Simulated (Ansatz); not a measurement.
Calculated with Ansatz (gas phase, PBE0-D4/def2-TZVP geometries, no zero-point term in ΔE). CBS: MP2 limit from def2 TZ/QZ plus the TZ coupled-cluster correction, frozen cores. Functionals use def2-TZVPP. HSE06 is defined as in plane-wave codes. def2 core potentials past Kr. For Sb, Y outer-core shells are correlated without core-valence functions, which leaves a few kJ/mol of doubt a bond. Each species was taken in one conformer, which may not be the lowest.

Consider the cleavage of the Si–Sb bond: `C[CH2][SbH][SiH3]` + `C[N](C)[Y]([OH])[OH]` → `C[N](C)[Y]([OH])[O][SiH3]` + `C[CH2][SbH2]`.

`C[CH2][SbH][SiH3]`:

Z-matrix (Å, degrees):
```
C
C 1 1.518
H 1 1.094 2 111.1
H 1 1.093 2 111.5 3 -119.8
H 1 1.093 2 111.7 3 120.0
Sb 2 2.180 1 111.9 3 -178.3
H 2 1.093 1 111.2 3 -60.0
H 2 1.091 1 111.6 3 60.3
Si 6 2.570 2 94.2 1 -165.8
H 6 1.713 2 93.8 1 -74.8
H 9 1.489 6 111.8 2 42.7
H 9 1.489 6 109.1 2 -77.0
H 9 1.488 6 110.3 2 164.0
```

`C[N](C)[Y]([OH])[OH]`:

```xyz
14

C     0.085    1.797   -0.011
N    -0.018    0.400   -0.352
C    -0.180    0.227   -1.774
Y     0.058   -1.212    1.069
O     0.292   -0.664    3.014
O    -0.115   -3.084    0.293
H    -0.810    2.366   -0.311
H     0.945    2.283   -0.501
H     0.208    1.928    1.070
H    -0.259   -0.835   -2.034
H     0.668    0.642   -2.344
H    -1.088    0.725   -2.154
H     0.397   -0.565    3.955
H    -0.182   -4.009    0.081
```

`C[N](C)[Y]([OH])[O][SiH3]`:

```xyz
17

C    -1.836    0.816   -0.163
N    -0.472    1.265   -0.299
C    -0.417    2.664   -0.643
Y     1.201   -0.037   -0.014
O     3.031    0.796   -0.256
O     0.774   -2.007    0.474
Si    0.483   -3.553    0.860
H    -1.877   -0.249    0.097
H    -2.379    1.364    0.624
H    -2.413    0.945   -1.093
H    -0.928    2.878   -1.595
H    -0.894    3.298    0.121
H     0.620    3.001   -0.746
H     3.952    1.027   -0.333
H     1.729   -4.373    0.809
H    -0.076   -3.668    2.238
H    -0.499   -4.168   -0.081
```

`C[CH2][SbH2]`:

Cartesian coordinates in Å:
```
C -0.875 -0.212 -0.667
C -0.275 -0.318 0.722
Sb 1.717 0.514 0.937
H -1.878 -0.651 -0.699
H -0.261 -0.730 -1.406
H -0.959 0.830 -0.985
H -0.197 -1.360 1.045
H -0.892 0.195 1.465
H 1.326 1.949 0.089
H 2.295 -0.217 -0.499
```

| level | ΔE (eV) |
| --- | --- |
| PBE-D4 | -0.63 |
| HSE06-D4 | -0.70 |
| r2SCANh | -0.83 |
| r2SCAN0 | -0.84 |

(1) What does CCSD(T)/CBS give? (Best estimate.)

Largest T1 diagnostic among the species: 0.014.

Results:

(1) Ansatz gave: -0.82 eV. The listed levels differ from it by 0.19, 0.12, -0.01, -0.02 eV.

In def2-TZVPP, CCSD(T) changes the Hartree–Fock value by +0.24 eV (the triples alone add +0.04 eV) and MP2 by +0.27 eV. Leaving LDA and LC-ωPBE aside and taking each functional with its dispersion term where it has one, the values, not all of them listed here, spread over 0.33 eV, from B97M-V to PBE-D4.
